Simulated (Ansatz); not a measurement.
One change: `B[SiH2]/C=C/O` becomes `C/C=C/O`.

Ansatz, PBE0-D4/def2-TZVP geometries, multiplicity 1. Each molecule was computed in one conformer, which needn't be the lowest.

| property | `B[SiH2]/C=C/O` |
| --- | --- |
| HOMO–LUMO gap (ωB97M-V/def2-TZVPP) / eV | 10.01 |
| LUMO energy (B3LYP/def2-TZVPP) / eV | -0.72 |
| HOMO energy (PBE/def2-TZVPP) / eV | -5.60 |
| LUMO energy (ωB97M-V/def2-TZVPP) / eV | 1.40 |
| HOMO–LUMO gap (PBE/def2-TZVPP) / eV | 4.21 |
| LUMO energy (PBE/def2-TZVPP) / eV | -1.40 |

Q: What does the change do to each property? (Estimate.)

A: Ansatz gave: 
```csv
property,`C/C=C/O`,shift
HOMO–LUMO gap (ωB97M-V/def2-TZVPP) / eV,11.29,1.28
LUMO energy (B3LYP/def2-TZVPP) / eV,0.74,1.46
HOMO energy (PBE/def2-TZVPP) / eV,-5.20,0.40
LUMO energy (ωB97M-V/def2-TZVPP) / eV,2.65,1.25
HOMO–LUMO gap (PBE/def2-TZVPP) / eV,5.18,0.97
LUMO energy (PBE/def2-TZVPP) / eV,-0.01,1.39
```

With PBE0 the HOMO rises by 0.20 eV and the LUMO rises by 1.51 eV, so the gap widens by about 1.31 eV. PBE moves the HOMO by 0.40 eV and ωB97M-V by -0.03 eV.

B3LYP here is the variant with VWN-RPA as its local correlation; programs differ in this.
